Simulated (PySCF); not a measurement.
**PBE on Gd²⁷⁺ (gadolinium, charge +27)**

Configuration: [Kr] 4d1, 2D determinant. Calculation: PySCF 2.14, in an even-tempered Gaussian basis (18 s from 1.9 bohr⁻², ratio 2.5; 12 p from 2.5 bohr⁻², ratio 2.5; 9 d from 2.5 bohr⁻², ratio 2.5; 4 f from 10 bohr⁻², ratio 2.7; 3 g from 15 bohr⁻², ratio 2.7); the non-relativistic Hamiltonian (point nucleus).

```
Total energy                                                  : -10472.56 hartree
One-electron energy                                           : -13070.66 hartree
Hartree (Coulomb) energy                                      : 2802.73 hartree
Exchange-correlation energy                                   : -204.63 hartree
Kinetic energy                                                : 10471.73896 hartree
⟨S²⟩                                                          : 0.7502
⟨L²⟩                                                          : 6.003
Sum of ⟨r⟩                                                    : 9.753 bohr
Sum of ⟨r²⟩                                                   : 4.109 bohr²
Traceless quadrupole moment −½Σ⟨3z² − r²⟩ along its main axis : 0.0823 e·bohr²
Density at the nucleus (Gaussians lack the cusp)              : 185000 bohr⁻³
Spin density at the nucleus                                   : -0.892 bohr⁻³
```

```tsv
shell	electrons	mean orbital energy (hartree)	spread (hartree)	rms radius, mean of both spins (bohr)
1s α	1	-1763.60482	0	0.0274
1s β	1	-1763.60437	0	0.0274
2s α	1	-309.02736	0	0.109
2s β	1	-308.99389	0	0.109
2p α	3	-295.69293	0.03575	0.0942
2p β	3	-295.66765	0.06116	0.0942
3s α	1	-92.99826	0	0.276
3s β	1	-92.98098	0	0.276
3p α	3	-87.12909	0.07688	0.266
3p β	3	-87.11105	0.09597	0.266
3d α	5	-76.31130	0.06840	0.237
3d β	5	-76.28479	0.11182	0.237
4s α	1	-40.36014	0	0.564
4s β	1	-40.27493	0	0.564
4p α	3	-37.91426	0.05145	0.568
4p β	3	-37.82890	0.13663	0.568
4d α	1	-33.62885	0	0.567
```

A non-relativistic calculation at this Z misses sizeable relativistic shifts. Spin-orbit coupling, absent here, splits the open shell strongly.
